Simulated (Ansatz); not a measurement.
Ideal-gas functions of `FC(F)(F)[SiH2]` radical at 500 K and 1 bar, from an Ansatz frequency run at PBE0-D4/def2-TZVP.

Molar mass 99.11 g/mol, point group Cs (symmetry number 1), electronic degeneracy 2, moments of inertia 92.567, 167.093, 169.506 u Å². Harmonic wavenumbers (cm⁻¹, unscaled): 125, 219, 220, 404, 502, 514, 637, 670, 745, 890, 1124, 1141, 1204, 2223, 2257.

Use S(trans) = R[1.5 ln M + 2.5 ln T − 1.1517]; rotational temperatures θ = 24.2544 K / I; S(rot) = R[ln(√π/σ · √(T³/θAθBθC)) + 1.5]; for each mode x = 1.438777 ν̃/T, S = R[x/(eˣ − 1) − ln(1 − e⁻ˣ)] and H = RT x/(eˣ − 1); 1 cm⁻¹ = 0.0119627 kJ/mol; R = 8.31446 J/(mol·K).

Q: By hand: the entropy, in J/(mol·K).

A: Translation 176.9. Rotation: θ = 0.262, 0.1452, 0.1431 K, giving 116.4. Vibration, mode by mode: 16.86, 12.29, 12.25, 7.52, 5.94, 5.78, 4.35, 4.04, 3.40, 2.45, 1.44, 1.38, 1.19, 0.10, 0.09, in all 79.1. Electronic 5.8. Sum 378.2 J/(mol·K).

Q: By hand: H − E and G − E in kJ/mol, counted from the electronic energy.

A: Zero-point energy ½ × 12875 × 0.0119627 = 77.0; thermal vibration 21.8; translation, rotation and pV give 4 RT = 16.6. H − E = 115.4 kJ/mol, and G − E = 115.4 − 500 × 378.2/1000 = -73.7 kJ/mol.

Vibration gives 21 % of the entropy, 16.9 J/(mol·K) of it from the mode under 150 cm⁻¹: soft modes count most, and the harmonic formula is weakest for them.
